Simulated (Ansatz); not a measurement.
System: YF₂ (charge 0, doublet). The spin state was set by rule; other spins were not relaxed. 
Structure (B3LYP-D3(BJ)/def2-TZVP (Ansatz, a program for electronic structure) minimum search):
```xyz
3

Y      0.2781     0.1657     0.0593
F     -1.0319     0.7780    -1.2933
F     -0.1730    -1.4962     1.0364
```
Charge 0, spin multiplicity 2.

Total electronic energies in hartree. Correlated levels leave the core frozen unless marked. Open shells are spin-unrestricted. Spin-orbit coupling is left out. The frozen core is the preceding noble-gas configuration, with the filled d and f shells of earlier blocks. Past Kr the def2 sets carry scalar-relativistic core potentials. STO-3G rows are all-electron and non-relativistic. CBS marks a two-point X^-3 extrapolation of the correlation energy; Hartree-Fock from the larger set. The bracket is a focal-point correction in the basis named.

```csv
level,program,energy (Eh)
HF/STO-3G,Ansatz,-3493.68341
HF/def2-QZVPP,Ansatz,-237.02987
RI-HF/def2-QZVPPD,Ansatz,-237.03010
PBE/def2-TZVPD,Ansatz,-238.06460
PBE-D4/def2-TZVPD,Ansatz + dftd4,-238.06619
BLYP-D4/def2-TZVPD,Ansatz + dftd4,-238.21376
r2SCAN/def2-TZVPD,Ansatz,-238.18053
PBE0/def2-SVP,Ansatz,-237.78474
PBE0-D4/def2-TZVPD,Ansatz + dftd4,-238.04289
BHLYP-D4/def2-TZVPD,Ansatz + dftd4,-238.10083
r2SCANh-D4/def2-TZVPD,Ansatz + dftd4,-238.15667
LC-wPBE/def2-TZVPD,Ansatz,-238.15332
wB97X-V/def2-TZVPD,Ansatz,-238.14848
B2GP-PLYP-D4/def2-TZVPD,Ansatz + dftd4,-237.94507
RI-MP2/def2-QZVPP,Ansatz,-237.64621
SCS-MP2/def2-TZVPP,Ansatz,-237.56123
CCSD/def2-TZVPPD,Ansatz,-237.57906
"CCSD/CBS(def2-TZVPP,def2-QZVPP)",Ansatz,-237.6711
CCSD(T)/def2-SVPD,Ansatz,-237.22757
CCSD(T)/def2-TZVPPD,Ansatz,-237.59732
"RI-MP2/CBS(def2-TZVPP,def2-QZVPP)+[CCSD(T)-MP2]/def2-SVP",Ansatz,-237.6910
"RI-MP2/CBS(def2-TZVPPD,def2-QZVPPD)+[CCSD(T)-MP2]/def2-SVPD",Ansatz,-237.6921
"CCSD(T)/CBS(def2-TZVPP,def2-QZVPP)",Ansatz,-237.6945
```

Totals of different functionals don't rank their quality; only differences between species are comparable.
